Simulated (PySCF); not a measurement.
# Energy and ionisation energy along a bond of BH3N cation

These are calculations, not measurements. The program is PySCF 2.14.0, an open-source quantum chemistry code, run on an isolated molecule that a program drew, which may never have been made. The molecule is BH3N cation (charge +1, singlet), drawn as the SMILES string `[BH+]N`.

The structure below is the HF double-zeta minimum with every atom moved a little at random, so it isn't optimised. Bond N2-H4 is then set to each length in the table by shifting atom 4 along it, with nothing else relaxed.
```xyz
5
BH3N cation, angstrom
B    -0.2443   -1.0143    0.7934
N     0.1352   -2.1273    1.3679
H    -0.5966   -0.0170    0.2823
H     1.0883   -2.4875    1.2855
H    -0.4815   -2.7071    1.9189
```

E is the energy above the same method's energy at the HF double-zeta minimum. IE is the energy to remove one electron at fixed geometry, to the doublet state of charge +2, as a difference of total energies. The basis family is cc-pVnZ, with UHF for radicals and no spin-orbit coupling. Best is HF at quadruple zeta, plus MP2 correlation extrapolated from triple and quadruple zeta, plus CCSD(T) minus MP2 at triple zeta, with a frozen core. The other columns are at triple zeta.

| bond (Å) | E MP2 (kcal/mol) | E r2SCAN (kcal/mol) | E CCSD(T) (kcal/mol) | E best (kcal/mol) | IE MP2 (eV) | IE r2SCAN (eV) | IE CCSD(T) (eV) | IE best (eV) | T1 |
|---|---|---|---|---|---|---|---|---|---|
| 1.0112 | 0.09 | 0.06 | 0.09 | 0.07 | 20.080 | 19.995 | 20.006 | 20.136 | 0.013 |
| 1.0222 | 0.06 | 0.02 | 0.06 | 0.05 | 20.062 | 19.977 | 19.989 | 20.119 | 0.013 |
| 1.0622 | 0.92 | 0.81 | 0.88 | 0.92 | 19.999 | 19.909 | 19.924 | 20.054 | 0.013 |
| 1.1152 | ? | ? | ? | ? | ? | ? | ? | ? | ? |
| 1.2922 | 22.11 | 21.42 | 21.80 | 21.89 | 19.617 | 19.502 | 19.534 | 19.663 | 0.013 |
| 1.5782 | 58.28 | 56.76 | 57.47 | 57.42 | 19.112 | 18.965 | 19.033 | 19.162 | 0.015 |

T1 is the CCSD diagnostic of the starting molecule.

**Estimate the best E and IE at 1.1152 Å from the other rows.**

A least-squares cubic in the inverse of the bond length through the other values of E best gives 3.90 kcal/mol there. A least-squares quadratic in the bond length through IE best gives 19.964 eV. The calculation gives 3.85 kcal/mol and 19.966 eV, so the fits miss by 0.05 kcal/mol and 0.002 eV. The same recipe one zeta lower moves these two values by 0.05 kcal/mol and 0.03 eV, a gauge of their own error. The rest of the row: E is 3.87 (MP2), 3.65 (r2SCAN), 3.78 (CCSD(T)); IE is 19.914 (MP2), 19.817 (r2SCAN), 19.836 (CCSD(T)); T1 is 0.013.
